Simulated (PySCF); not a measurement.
C6H9OP2 (charge -1).
Cartesian coordinates in Å at the PBE0-D3(BJ)/def2-SVP level; atoms count from 1:
```xyz
18
C6H9OP2 angstrom
C     -2.2234    1.7449   -0.1279
O     -2.1495    0.3634   -0.2055
C     -0.8793   -0.1740   -0.2957
P      0.6188    0.7851   -0.3248
C      1.6560   -0.6198   -0.4550
C      3.1534   -0.4596   -0.5097
P      0.8758   -2.1781   -0.4976
C     -0.7714   -1.5562   -0.3758
C     -1.9872   -2.4367   -0.3600
H     -1.6869    2.1402    0.7589
H     -1.7750    2.2352   -1.0161
H     -3.2880    2.0225   -0.0599
H      3.4406    0.6009   -0.6153
H      3.6549   -0.8375    0.4014
H      3.6023   -1.0032   -1.3612
H     -2.6898   -2.1827   -1.1749
H     -1.7128   -3.4984   -0.4696
H     -2.5604   -2.3334    0.5803
```

Level: PBE0/pcSseg-1 in PySCF, non-relativistic, on one gas-phase PBE0-D3(BJ)/def2-SVP geometry that isn't relaxed in the solvent. The solvent is an IEF-PCM continuum (van der Waals radii × 1.2). Specific hydrogen bonds and non-electrostatic terms are outside this model.

Gas phase at PBE0/pcSseg-1: HOMO -0.64 eV, LUMO 4.27 eV.

Task: What does the continuum do to the energy and the frontier levels at PBE0/pcSseg-1 in benzene and dimethylsulfoxide?

Result: 
```json
{"solvent": "benzene", "ε": "2.271", "E(solvent) − E(gas) (kJ/mol)": "-119.21", "polarisation term (kJ/mol)": "-121.61", "distortion of the solute (kJ/mol)": "2.40", "HOMO (eV)": "-2.97", "LUMO (eV)": "1.98"}
{"solvent": "dimethylsulfoxide", "ε": "46.83", "E(solvent) − E(gas) (kJ/mol)": "-221.68", "polarisation term (kJ/mol)": "-233.32", "distortion of the solute (kJ/mol)": "11.64", "HOMO (eV)": "-4.86", "LUMO (eV)": "0.10"}
```

The first energy column is the sum of the next two and covers electrostatics alone. From benzene to dimethylsulfoxide the lowering changes by a factor 1.86, Born's factor 1 − 1/ε by 1.75 and ε itself by 20.6.

Task: Which radius a makes Born's formula ΔE = −(q²/2a)(1 − 1/ε) give the value in dimethylsulfoxide?

Result: a = q²(1 − 1/ε)/(2|ΔE|) = 3.07 Å, with q = -1 e and |ΔE| = 0.0844 Eh; the farthest nucleus lies 4.04 Å from the centroid of the nuclei. The formula assumes a point charge at the centre of a sphere.

Task: Which IAO charges (PBE0/pcSseg-1) respond most in benzene (means over atoms taken as equivalent)?

Result: 
```csv
atoms,environment,gas (e),solvent (e),change
P7,phosphorus bonded to 2 C,+0.083,+0.060,-0.023
P4,phosphorus bonded to 2 C,+0.015,-0.001,-0.016
H13/H14/H15,methyl hydrogen,+0.119,+0.127,+0.008
C6,benzylic-type carbon,-0.391,-0.399,-0.008
H10/H11/H12,methyl hydrogen,+0.119,+0.127,+0.008
C9,benzylic-type carbon,-0.396,-0.403,-0.007
H16/H17/H18,methyl hydrogen,+0.121,+0.128,+0.007
C1,methoxy carbon,-0.187,-0.193,-0.006
O2,aryl ether oxygen,-0.350,-0.354,-0.004
C8,substituted aromatic carbon,-0.291,-0.293,-0.002
C3,aromatic carbon bearing oxygen,-0.075,-0.077,-0.002
C5,substituted aromatic carbon,-0.484,-0.484,0.000
```

Task: How do the nuclear quadrupole coupling constants eQVzz/h respond in benzene?

Result: 
| nucleus | Q (barn) | gas (MHz) | solvent (MHz) | η gas | η solvent |
| --- | --- | --- | --- | --- | --- |
| 17O at O2 | -0.0256 | -11.59 | -11.47 | 0.81 | 0.81 |
